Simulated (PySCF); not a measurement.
## Stationary points of TeOCl₄

These are results of PBE0/[Te def2-SVP with ECP28, O def2-SVP, Cl def2-SVP], scalar-relativistic core potentials, density fitting, no spin–orbit coupling, PySCF, not measurements.

Relaxations began from a few typed shapes. The search is not exhaustive: other isomers or separated fragments can lie lower, and high-lying points may rest on an excited occupation.

Question: Which is the lowest minimum found?
A. singlet C3v: Te–Cl 2.369 Å (×3), Te–Cl 2.402 Å, Te–O 1.804 Å; Cl–Te–Cl 84.3° (×3), Cl–Te–Cl 119.0° (×3), Cl–Te–O 95.7° (×3), Cl–Te–O 180.0°
B. singlet C2v: Te–Cl 2.355 Å (×2), Te–Cl 2.379 Å (×2), Te–O 1.801 Å; Cl–Te–Cl 86.7° (×4), Cl–Te–Cl 112.8°, Cl–Te–Cl 168.1°, Cl–Te–O 95.9° (×2), Cl–Te–O 123.6° (×2)
C. singlet C4v: Te–Cl 2.377 Å (×4), Te–O 1.796 Å; Cl–Te–Cl 84.9° (×4), Cl–Te–Cl 145.4° (×2), Cl–Te–O 107.3° (×4)

Answer: B. The others lie at 6.5 (singlet C4v, a saddle point), 35.5 (singlet C3v) kJ/mol above it.

Counting electrons, tellurium keeps none of its valence electrons outside its bonds, so the VSEPR class is AX5 and the expected shape is trigonal bipyramidal; with unlike ligands the computed point group is C2v.
